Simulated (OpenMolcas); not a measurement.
Computed transition rates of Mn VI

```json
{
 "Program": "OpenMolcas",
 "Method": "CASSCF",
 "Basis": "ANO-R3 [8s5p5d3f2g1h]",
 "Scalar Hamiltonian": "X2C, finite nucleus",
 "Active space": "2 electrons in 5 orbitals (3d)",
 "State averaging": "2S+1 = 3 even, 10 roots; 2S+1 = 1 even, 15 roots kept (CI in the orbitals of an earlier block)",
 "Spin-orbit coupling": "RASSI with atomic mean-field integrals over the reference wave functions, term energies averaged over their components"
}
```

Rates come from the transition moments of the reference wave functions (E1 and E2 in the length form). At fixed line strength A goes as λ^-3 for E1 and M1 and as λ^-5 for E2, so a rate at the computed wavelength can be rescaled to the measured one. Measured vacuum wavelengths follow from level energies in Corliss and Sugar, J. Phys. Chem. Ref. Data 6, 1253 (1977). Branching counts decays inside the model space alone, at computed energies, and the table is only a selection of the E2 and M1 lines, drawn from those between levels with measured partners whose computed energy lies within a factor of 1.5 of the measured one.

```csv
Upper,Lower,Type,λ computed (nm),λ measured (nm),A computed (s-1),A rescaled (s-1),Branching %
3d2 1D2,3d2 3F3,M1,552.3,685.4,3.09e-01,,63.3
3d2 3P0,3d2 3F2,E2,457.3,562.4,2.52e-01,8.96e-02,100.0
3d2 1G4,3d2 3F4,M1,366.8,419.4,2.03e-01,,59.8
3d2 1D2,3d2 3F2,M1,530.9,652.1,1.76e-01,,36.1
3d2 3P2,3d2 3F4,E2,474.9,589.7,1.55e-01,5.25e-02,50.8
3d2 3P1,3d2 3F3,E2,467.4,577.7,1.50e-01,5.20e-02,56.7
3d2 1G4,3d2 3F3,M1,354.7,403.8,1.35e-01,,39.7
3d2 3P1,3d2 3F2,E2,451.9,553.8,8.83e-02,3.19e-02,33.4
3d2 3P2,3d2 1D2,M1,2576,3038,7.27e-02,,23.9
3d2 3P2,3d2 3F3,E2,454.8,559.2,5.02e-02,1.79e-02,16.5
3d2 3P1,3d2 1D2,M1,3039,3675,2.54e-02,,9.6
3d2 3F4,3d2 3F3,M1,10770,10830,1.63e-02,1.60e-02,100.0
3d2 3P2,3d2 3F3,M1,454.8,559.2,1.24e-02,,4.1
3d2 3F3,3d2 3F2,M1,13690,13400,1.00e-02,1.07e-02,100.0
3d2 3P2,3d2 3F2,E2,440.2,536.8,8.07e-03,2.99e-03,2.7
3d2 3P2,3d2 3F2,M1,440.2,536.8,3.34e-03,,1.1
3d2 3P2,3d2 3P1,M1,16920,17510,2.71e-03,2.45e-03,0.9
```

Spin-changing lines and M1 lines between different terms are not rescaled, since their strength hangs on the term gaps too.

The largest correction is for 3d2 3P2 → 3d2 3F4 (E2): 1.55e-01 × (474.9 / 589.7)^5 = 5.25e-02 s-1, a factor of 0.34.

The computed rate and branching of 3d2 3F3 → 3d2 3F2 give the upper level a radiative lifetime of 1.000 / 1.00e-02 s-1 = 1.00e+02 s, counting decays inside the model space alone. The rescaled rate gives about 9.4e+01 s.

These are rates of the free ion; in crystals, glasses and complexes forced electric-dipole and non-radiative decay shorten such lifetimes by orders of magnitude. No measured rate stands beside these. Rescaling mends the energy factor alone: line strengths can still be far off where a level mixes with configurations outside the active space, and weak or spin-changing lines hang on small mixing coefficients that depend on the term gaps too, so rescaling need not improve them.

Without dynamic correlation excited terms often stand tens of per cent too high (terms of higher spin than the ground term too low), and those without a measured partner can miss by more than the paired ones. Terms from blocks run as CI alone lack orbitals of their own. Measured partners are found by configuration, term and J. A level has none where our copy of the source lacks it or the pairing is in doubt (some pairs that miss far off the trend of their configuration count as doubtful). Levels of configurations outside the active space are missing.
